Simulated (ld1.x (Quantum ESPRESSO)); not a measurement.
**An all-electron radial function and its pseudo partner (phosphorus)**

Columns: radius, all-electron u(r) and pseudo u(r) of the 3s shell (level -18.20 eV) of phosphorus in the configuration [Ne] 3s2 3p2.5; BLYP, non-relativistic, RRKJ scheme, ld1.x (Quantum ESPRESSO) 7.5.

```csv
r (bohr),all-electron,pseudo
0.088,0.1556,0.0163
0.175,-0.1170,0.0366
0.262,-0.3214,0.0640
0.350,-0.3867,0.1005
0.438,-0.3396,0.1455
0.525,-0.2257,0.1971
0.612,-0.0792,0.2546
0.700,0.0782,0.3176
0.788,0.2296,0.3847
0.875,0.3649,0.4544
0.962,0.4817,0.5257
1.050,0.5796,0.5964
1.138,0.6575,0.6617
1.225,0.7161,0.7165
1.312,0.7581,0.7581
1.400,0.7857,0.7857
1.487,0.7998,0.7998
1.575,0.8030,0.8030
1.662,0.7968,0.7968
1.750,0.7829,0.7829
1.838,0.7630,0.7630
1.925,0.7387,0.7387
2.012,0.7110,0.7110
2.100,0.6805,0.6805
2.188,0.6483,0.6483
2.275,0.6156,0.6156
```

**Question.** How many radial nodes do the two functions have?

**Answer.** The all-electron 3s function has n − l − 1 = 2; the pseudo-wave has 0, since the states of the same l below it are removed with the core.

**Question.** At about which radius was the pseudo-wave matched?

**Answer.** 1.30 bohr, where the columns begin to agree (steps of 0.09 bohr).

**Question.** Is the pseudo-wave norm-conserving?

**Answer.** Yes: the RRKJ scheme keeps the norm inside the radius equal to the all-electron one, which fixes the energy derivative of the logarithmic derivative at the level.
